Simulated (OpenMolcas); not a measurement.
neutral sulfur: the spin-orbit constant, thermal populations, Slater's ratio, worked from levels

- Program: OpenMolcas 26.06
- Basis: ANO-RCC-VDZ [4s3p]
- Scalar Hamiltonian: DKH2, point nucleus
- Active space: 4 electrons in 3 orbitals (3p)
- State averaging: 2S+1 = 3 even, 3 roots; 2S+1 = 1 even, 6 roots
- Spin-orbit coupling: RASSI with atomic mean-field integrals over the reference wave functions, term energies averaged over their components

Methods: CASSCF; SS-CASPT2, IPEA 0.25 Eh, imaginary shift 0.1 Eh (closed shells correlated: 2s 2p 3s). Measured levels: NIST Handbook of Basic Atomic Spectroscopic Data.

**The spin-orbit constant.** For the Hund term ³P of p4, E(J) = (A/2) J(J+1) + constant and ζ = -2S·A = -2A. From J = 0 to J = 2 the energy changes by 3 A.

```csv
Source,E(2) - E(0),A,ζ
CASSCF,-544.4,-181.5,363
SS-CASPT2,-541.9,-180.6,361
measured,-573.6,-191.2,382
```

All in cm-1. SS-CASPT2 is off by -5.5 % and CASSCF by -5.1 %. Both methods take the spin-orbit matrix elements from the reference wave functions, so the second can move ζ only through the term energies and any multistate remixing. Second-order mixing with other terms is absorbed into this ζ.

**Thermal populations.** Z = Σ (2J + 1) exp(-E/kT) with k = 0.695035 cm-1/K, over the levels below. No other level of either list lies under 52600 cm-1, which is above 7 kT at each temperature.

```json
{"Level": "3s² 3p⁴ ³P₂", "2J + 1": "5", "SS-CASPT2": "0.0", "measured": "0.0"}
{"Level": "3s² 3p⁴ ³P₁", "2J + 1": "3", "SS-CASPT2": "371", "measured": "396"}
{"Level": "3s² 3p⁴ ³P₀", "2J + 1": "1", "SS-CASPT2": "542", "measured": "574"}
{"Level": "3s² 3p⁴ ¹D₂", "2J + 1": "5", "SS-CASPT2": "11510", "measured": "9239"}
{"Level": "3s² 3p⁴ ¹S₀", "2J + 1": "1", "SS-CASPT2": "22750", "measured": "22180"}
```

```csv
T (K),"Z, SS-CASPT2","Z, measured levels","Ground level (%), SS-CASPT2","Ground level (%), measured levels"
3000,8.302,8.300,60.2,60.2
5000,8.735,8.877,57.2,56.3
8000,9.361,9.663,53.4,51.7
```

At 8000 K, kT = 5560 cm-1, and the computed levels give Z = 5.000 + 2.806 + 0.907 + 0.631 + 0.017 = 9.361.

**Slater's ratio.** With one set of orbitals, p4 has ¹D - ³P = 6 F2 and ¹S - ¹D = 9 F2 (F2 = F²/25), a ratio of 3/2. Term energies are centres of gravity, weighted by 2J + 1.

| Source | ¹D - ³P | ¹S - ³P | F2 from the first | Ratio |
| --- | --- | --- | --- | --- |
| CASSCF | 11532 | 28696 | 1922 | 1.488 |
| SS-CASPT2 | 11322 | 22567 | 1887 | 0.993 |
| measured | 9043 | 21984 | 1507 | 1.431 |

Energies in cm-1. A ratio away from 3/2 shows effects beyond one configuration with one set of orbitals, and in heavier atoms second-order spin-orbit shifts.

CASPT2 does not keep the components of a term degenerate, so their means are used; among the terms shown or strongly mixed into the levels shown the widest spread is 25 cm-1 (3s² 3p⁴ ¹D, SS-CASPT2). With the s shell closed, the reference lacks s² → p² mixing. Without dynamic correlation excited terms often stand tens of per cent too high (terms of higher spin than the ground term too low), and those without a measured partner can miss by more than the paired ones (holds for CASSCF). Some terms miss by over 15 % even with CASPT2, which points to a basis or an active space too small for the shells correlated (holds for SS-CASPT2). Computed and measured levels are paired by configuration, term and J; levels that our copy of the source lacks, or whose pairing is in doubt (as where it misses far off the trend of its configuration), stay unpaired and out of the deviations. Levels of configurations outside the active space are missing.
